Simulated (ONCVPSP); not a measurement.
Before and after: ONCV potential for molybdenum

ONCVPSP 4.0.1 input, shortened (lines: element, Z, core and valence counts, functional; n l f; lmax; l rc ep ncon nbas qcut; lloc lpopt rc5 dvloc0; l nproj debl; icmod fcfact rcfact), Wu-Cohen, scalar-relativistic:

```
  Mo 42.00    6    4  -118130      upf
    1    0    2.00
    2    0    2.00
    2    1    6.00
    3    0    2.00
    3    1    6.00
    3    2   10.00
    4    0    2.00
    4    1    6.00
    4    2    5.00
    5    0    1.00
    2
    0    1.65    0.00    3    6    6.30
    1    1.35    0.00    4    9    7.10
    2    2.00    0.00    4    8    8.40
    4    2    1.20    3.00
    0    2    1.40
    1    2    1.90
    2    1    1.40
    0    0.00    0.00
```

Change: functional PBE.

Cutoffs: the cutoffs (Ha) at which the residual kinetic energy of the hardest occupied pseudo-wave falls to 1 and 0.1 mHa per electron; they do not see the model core or the augmentation charge, which bear on the density cutoff. Errors are all-electron minus pseudo energies relative to the spin-unpolarised reference configuration.

Problem. Predict the effect on cutoff, ghosts and configuration errors.

Solution. The potential gets neither clearly harder nor softer (23 Ha and 94 Ha → 23 Ha and 95 Ha); of the 4 tests that both files solve, the error grows in 0 and shrinks in 1 by more than 15 % and 0.3 meV (median size 1.5 → 1.5 meV); the range in which the d phases agree narrows (upper end at the end of the scan → 2.5); neither file shows a bound ghost.

```tsv
quantity	base	changed
cutoff, loose	23 Ha	23 Ha
cutoff, tight	94 Ha	95 Ha
loose cutoff by channel	s 15 Ha, p 23 Ha, d 20 Ha	s 15 Ha, p 23 Ha, d 19 Ha
bound ghosts	none	none
GHOST(+) flags under 300 eV	none	none
error for 4s2 4p6 4d5 5s0, meV [ΔE 6.89 eV]	-1.8	-1.8
error for 4s2 4p6 4d4 5s0, meV [ΔE 22.34 → 22.35 eV]	-0.9	-0.7
error for 4s2 4p6 4d3 5s0, meV [ΔE 49.07 → 49.10 eV]	+3.2	+2.5
error for 4s2 4p6 4d5.5 5s0.5, meV [ΔE 0.29 → 0.28 eV]	-1.1	-1.2
s: phases at 1.68 bohr within 0.05 rad from the reference energy up to (Ha; the scan ends near 5)	to the end of the scan	to the end of the scan
p: phases at 1.37 bohr within 0.05 rad from the reference energy up to (Ha; the scan ends near 5)	to the end of the scan	to the end of the scan
d: phases at 2.03 bohr within 0.05 rad from the reference energy up to (Ha; the scan ends near 5)	to the end of the scan	2.5
```
